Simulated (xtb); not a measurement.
CeCl3 (SMILES [Cl][Ce]([Cl])[Cl]), doublet, at a GFN2-xTB geometry (such geometries of metal compounds can be far from the true shape) (GFN-xTB holds the 4f electrons in the core, so unpaired electrons go into valence orbitals and the state isn't the physical one); GFN2-xTB run with xtb.

The xtb input:
```
$ xtb mol.xyz --gfn 2 --uhf 1 --acc 30 --json

# file mol.xyz
4

Ce    -0.19997989     0.17171609     0.49563807
Cl    -1.58911817    -1.32918991    -0.90375976
Cl     0.35878579     1.86556014    -1.22465596
Cl     1.91261672    -1.12222513     0.43741526
```

Question: Write the output that xtb gives for this input, abridged.

Answer: 
```
   ID    Z sym.   atoms
    1   58 Ce     1
    2   17 Cl     2-4

           -------------------------------------------------
          |                Calculation Setup                |
           -------------------------------------------------

           -------------------------------------------------
          |                 G F N 2 - x T B                 |
           -------------------------------------------------

          ...................................................
          :                      SETUP                      :
          :.................................................:
          :  # basis functions                  40          :
          :  # atomic orbitals                  36          :
          :  # shells                           12          :
          :  # electrons                        24          :
          :  max. iterations                   250          :
          :  Hamiltonian                  GFN2-xTB          :
          :  restarted?                      false          :
          :  GBSA solvation                  false          :
          :  PC potential                    false          :
          :  electronic temp.          300.0000000     K    :
          :  accuracy                   30.0000000          :
          :  -> integral cutoff          0.2000000E+02      :
          :  -> integral neglect         0.3000000E-06      :
          :  -> SCF convergence          0.3000000E-04 Eh   :
          :  -> wf. convergence          0.3000000E-02 e    :
          :  Broyden damping             0.4000000          :
          :  net charge                          0          :
          :  unpaired electrons                  1          :
          ...................................................

 iter      E             dE          RMSdq      gap      omega  full diag
   1     -1.2319317 -0.123193E+01  0.555E+01    0.79       0.0  T
   2    -13.3760276 -0.121441E+02  0.292E+01   14.20       1.0  T
   3    -13.8620601 -0.486032E+00  0.219E+01   11.00       1.0  T
   4    -14.1343548 -0.272295E+00  0.189E+01    7.37       1.0  T
   5    -14.0775362  0.568186E-01  0.156E+01    8.62       1.0  T
   6    -14.8932563 -0.815720E+00  0.577E+00    1.48       1.0  T
   7     -0.0749103  0.148183E+02  0.591E+01    0.88       1.0  T
   8    -14.8893427 -0.148144E+02  0.726E+00    1.14       1.0  T
   9    -14.6515024  0.237840E+00  0.121E+01    3.17       1.0  T
  10    -14.7933327 -0.141830E+00  0.101E+01    2.32       1.0  T
  11    -14.7915861  0.174664E-02  0.102E+01    2.32       1.0  T
  12    -14.7184604  0.731257E-01  0.976E+00    3.07       1.0  T
  13    -14.6978525  0.206079E-01  0.947E+00    3.27       1.0  T
  14    -14.7358654 -0.380128E-01  0.831E+00    3.14       1.0  T
  15    -14.8232535 -0.873881E-01  0.585E+00    2.73       1.0  T
  16    -14.8619694 -0.387159E-01  0.469E+00    2.48       1.0  T
  17    -14.8658980 -0.392854E-02  0.458E+00    2.45       1.0  T
  18    -14.8803294 -0.144315E-01  0.405E+00    2.35       1.0  T
  19    -14.8838525 -0.352306E-02  0.385E+00    2.33       1.0  T
  20    -14.8992826 -0.154301E-01  0.265E+00    2.21       1.0  T
  21    -14.9013203 -0.203775E-02  0.207E+00    2.24       1.0  T
  22    -14.9019540 -0.633666E-03  0.125E+00    2.34       1.0  T
  23    -14.9020158 -0.617899E-04  0.660E-01    2.45       1.0  T
  24    -14.9017945  0.221270E-03  0.531E-01    2.48       1.0  T
  25    -14.9021294 -0.334900E-03  0.151E-01    2.57       1.0  T
  26    -14.9021050  0.244434E-04  0.202E-01    2.56       1.0  T
  27    -14.9022138 -0.108798E-03  0.100E-01    2.58       1.0  T
  28    -14.9022684 -0.546132E-04  0.636E-02    2.60       1.0  T
  29    -14.9022780 -0.962532E-05  0.418E-02    2.61       1.2  T
  30    -14.9022765  0.148347E-05  0.617E-02    2.62       1.0  T
  31    -14.9022784 -0.185436E-05  0.183E-02    2.62       2.7  T
  32    -14.9022794 -0.103734E-05  0.517E-03    2.62       9.7  T

   *** convergence criteria satisfied after 32 iterations ***

         :::::::::::::::::::::::::::::::::::::::::::::::::::::
         ::                     SUMMARY                     ::
         :::::::::::::::::::::::::::::::::::::::::::::::::::::
         :: total energy             -14.892014776432 Eh    ::
         :: gradient norm              0.000036419683 Eh/a0 ::
         :: HOMO-LUMO gap              2.617873260205 eV    ::
         ::.................................................::
         :: SCC energy               -14.902277544617 Eh    ::
         :: -> isotropic ES            0.035030858940 Eh    ::
         :: -> anisotropic ES          0.002315906014 Eh    ::
         :: -> anisotropic XC         -0.001373527342 Eh    ::
         :: -> dispersion             -0.003972657529 Eh    ::
         :: repulsion energy           0.010262768185 Eh    ::
         :: add. restraining           0.000000000000 Eh    ::
         :: total charge               0.000000000000 e     ::
         :::::::::::::::::::::::::::::::::::::::::::::::::::::

           -------------------------------------------------
          |                Property Printout                |
           -------------------------------------------------

    * Orbital Energies and Occupations

         #    Occupation            Energy/Eh            Energy/eV
      -------------------------------------------------------------
         1        2.0000           -1.0937143             -29.7615
         2        2.0000           -1.0937143             -29.7615
         3        2.0000           -1.0833022             -29.4782
         4        2.0000           -0.5455144             -14.8442
         5        2.0000           -0.4668445             -12.7035
         6        2.0000           -0.4611556             -12.5487
         7        2.0000           -0.4611556             -12.5487
         8        2.0000           -0.4439484             -12.0805
         9        2.0000           -0.4439484             -12.0805
        10        2.0000           -0.4408624             -11.9965
        11        2.0000           -0.4408624             -11.9965
        12        2.0000           -0.4403427             -11.9823 (HOMO)
        13                         -0.3441376              -9.3645 (LUMO)
        14                         -0.3386797              -9.2159
        15                         -0.3386797              -9.2159
        16                         -0.3348289              -9.1112
        17                         -0.3348289              -9.1112
        18                         -0.3245162              -8.8305
        19                          0.0218225               0.5938
        20                          0.0218226               0.5938
        21                          0.0219110               0.5962
        22                          0.0228731               0.6224
        23                          0.0239114               0.6507
       ...                                ...                  ...
        36                          0.3441445               9.3646
      -------------------------------------------------------------
                  HL-Gap            0.0962051 Eh            2.6179 eV
             Fermi-level           -0.3922401 Eh          -10.6734 eV

     #   Z          covCN         q      C6AA      α(0)
     1  58 Ce       2.122     0.826   499.178    48.464
     2  17 Cl       0.707    -0.275   107.569    15.863
     3  17 Cl       0.707    -0.275   107.569    15.863
     4  17 Cl       0.707    -0.275   107.569    15.863

 Mol. C6AA /au·bohr⁶  :       2801.328295
 Mol. C8AA /au·bohr⁸  :     298927.358953
 Mol. α(0) /au        :         96.053227

Wiberg/Mayer (AO) data.
largest (>0.10) Wiberg bond orders for each atom

 ---------------------------------------------------------------------------
     #   Z sym  total        # sym  WBO       # sym  WBO       # sym  WBO
 ---------------------------------------------------------------------------
     1  58 Ce   2.744 --     2 Cl   0.915     4 Cl   0.915     3 Cl   0.915
     2  17 Cl   1.214 --     1 Ce   0.915     4 Cl   0.150     3 Cl   0.150
     3  17 Cl   1.214 --     1 Ce   0.915     2 Cl   0.150     4 Cl   0.150
     4  17 Cl   1.214 --     1 Ce   0.915     2 Cl   0.150     3 Cl   0.150
 ---------------------------------------------------------------------------

Topologies differ in total number of bonds
Writing topology from bond orders to xtbtopo.mol

molecular dipole:
                 x           y           z       tot (Debye)
 q only:       -0.668       0.573       1.654
   full:       -0.666       0.572       1.650       4.751
molecular quadrupole (traceless):
                xx          xy          yy          xz          yz          zz
 q only:       -2.064      -1.089      -2.397      -3.144       2.700       4.461
  q+dip:       -2.774      -1.464      -3.222      -4.227       3.629       5.996
   full:       -3.010      -1.589      -3.496      -4.586       3.938       6.506

           -------------------------------------------------
          | TOTAL ENERGY              -14.892014776432 Eh   |
          | GRADIENT NORM               0.000036419683 Eh/α |
          | HOMO-LUMO GAP               2.617873260205 eV   |
           -------------------------------------------------

normal termination of xtb
```
